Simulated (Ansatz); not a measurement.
The Ga1–H2 bond of FGaH2 (SMILES [F][GaH2]) is stretched (multiplicity 1, the rest rigid).
Geometry at rest (charge 0, multiplicity 1):
```xyz
4

Ga    -0.15315    -0.29827     0.09911
H      0.62377    -1.05783     1.21321
H     -1.47627    -0.60251    -0.66152
F      0.62223     1.21187    -0.40268
```

Cores are frozen in the correlated methods. Filled d and f shells under p-block atoms count as core.

The values were computed with Ansatz (a first-principles code). Each number belongs to the level named beside it.

Energies above the point at 1.556 Å (the B3LYP-D3(BJ) bond length), FIC-MRCISD+Q on CASSCF(2,2)/cc-pVTZ (kcal/mol): 6.19 at 1.401 Å; 2.80 at 1.712 Å; 83.27 at 4.980 Å.

Problem. Take the last value as the depth D of a Morse curve D(1 − e^(−a(R − R₀)))², fit a and R₀ to the two near points, and test it at 2.101 and 2.723 Å.

Solution. 
With D = 83.3, both near points (counted from the curve's value at 1.556 Å) are met by a = 1.43 Å⁻¹ and R₀ = 1.569 Å, so k = 2Da² = 341 kcal/(mol Å²). The curve then gives 23.6 and 54.4 kcal/mol; the level itself gives 24.5 and 59.5, so Morse is off by -0.9 and -5.1.
